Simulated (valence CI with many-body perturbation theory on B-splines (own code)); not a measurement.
Values are calculated unless marked as measured or tabulated.
## Assign the levels of Zn XVIII

Level of theory: valence CI with perturbative core correlation (CI+MBPT): three valence electrons over a frozen Dirac-Fock core [Ne], radial functions for each j: 11 s, 11 p, 10 d, 8 f, 5 g, 2 h, with the one-electron correlation potential Σ1, the two-electron term Σ2, the three-electron term Σ3, Breit, model QED; selected CI, second order for the rest, scaled by the run's own slope (own B-spline code, finite nucleus).

No measured levels were compared; by estimate levels of excited configurations hold to 0.05 to 0.15 % of their energy, terms of the ground configuration to about 0.5 %.

```tsv
No.	J	Parity	E (cm⁻¹)	g
1	1/2	odd	0	0.664
2	3/2	odd	39500	1.333
3	1/2	even	295210	2.645
4	3/2	even	313060	1.728
5	5/2	even	331470	1.575
6	3/2	even	398430	0.813
7	5/2	even	405790	1.224
10	3/2	even	524780	1.322
11	3/2	even	609330	0.800
12	5/2	even	614330	1.199
15	3/2	odd	774010	1.777
16	3/2	odd	829120	0.418
17	5/2	odd	837570	1.035
18	1/2	odd	843000	0.664
```

Energies count from the lowest level. Strongly mixed levels and levels close to another of their J and parity are left out, so the numbers can have gaps.

Task: Give configuration and LS term of each level.

Result: 1: 3s²3p ²P°; 2: 3s²3p ²P°; 3: 3s3p² ⁴P; 4: 3s3p² ⁴P; 5: 3s3p² ⁴P; 6: 3s3p² ²D; 7: 3s3p² ²D; 10: 3s3p² ²P; 11: 3s²3d ²D; 12: 3s²3d ²D; 15: 3p³ ⁴S°; 16: 3s3p3d ⁴F°; 17: 3s3p3d ⁴F°; 18: 3p³ ²P°.
